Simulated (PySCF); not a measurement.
B3LYP has the VWN-RPA correlation part, as in Gaussian. Excitations are Tamm–Dancoff values on a coarser integration grid. The basis has no diffuse functions, so Rydberg states are missing or too high.

Cartesian coordinates (Å):
SMILES: Cl[SiH2]Cl
```xyz
5

Cl     1.7155     0.9722    -0.0642
Si    -0.0048    -0.1444     0.0092
Cl    -1.6475     1.0832    -0.0667
H     -0.0299    -0.8778     1.2828
H     -0.0333    -1.0332    -1.1611
```
Charge 0, spin multiplicity 1.

### Question
Estimate the S1–T1 gap (TDA), HOMO–LUMO gap, total energy, T1 excitation (TDA), S1 oscillator strength, HOMO, dipole moment and S1 excitation (TDA) that B3LYP-D3(BJ)/def2-TZVP (PySCF 2.14.0) returns for this input.

### Answer

| Item | Result |
|---|---|
| S1–T1 gap (TDA) | 0.36 eV |
| HOMO–LUMO gap | 8.63 eV |
| total energy | -1211.2895 Ha |
| T1 excitation (TDA) | 7.03 eV |
| S1 oscillator strength | 0.012 |
| HOMO | -8.87 eV |
| dipole moment | 1.21 D |
| S1 excitation (TDA) | 7.39 eV |
